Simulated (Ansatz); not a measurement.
`NC(=O)[SiH2]CCl` and `NC(=O)[SiH2]Cl` differ in one atom or group.

Ansatz, PBE0-D4/def2-TZVP geometries, multiplicity 1. Each molecule was computed in one conformer, which needn't be the lowest.

```json
{"property": "LUMO energy (ωB97M-V/def2-TZVPP) / eV", "`NC(=O)[SiH2]CCl`": "1.44"}
{"property": "HOMO energy (ωB97M-V/def2-TZVPP) / eV", "`NC(=O)[SiH2]CCl`": "-9.53"}
{"property": "LUMO energy (PBE/def2-TZVPP) / eV", "`NC(=O)[SiH2]CCl`": "-1.55"}
{"property": "LUMO energy (PBE0/def2-TZVPP) / eV", "`NC(=O)[SiH2]CCl`": "-0.58"}
{"property": "HOMO–LUMO gap (PBE/def2-TZVPP) / eV", "`NC(=O)[SiH2]CCl`": "4.17"}
{"property": "HOMO energy (PBE/def2-TZVPP) / eV", "`NC(=O)[SiH2]CCl`": "-5.73"}
```

Problem. Give the same properties after the change, and the shifts. (Best estimate.)

Solution. Computed: 
```csv
property,`NC(=O)[SiH2]Cl`,shift
LUMO energy (ωB97M-V/def2-TZVPP) / eV,1.64,0.20
HOMO energy (ωB97M-V/def2-TZVPP) / eV,-9.67,-0.14
LUMO energy (PBE/def2-TZVPP) / eV,-1.54,0.01
LUMO energy (PBE0/def2-TZVPP) / eV,-0.53,0.05
HOMO–LUMO gap (PBE/def2-TZVPP) / eV,4.35,0.18
HOMO energy (PBE/def2-TZVPP) / eV,-5.89,-0.16
```

With PBE0 the HOMO falls by 0.15 eV and the LUMO rises by 0.05 eV, so the gap widens by about 0.20 eV. PBE moves the HOMO by -0.16 eV and ωB97M-V by -0.14 eV.
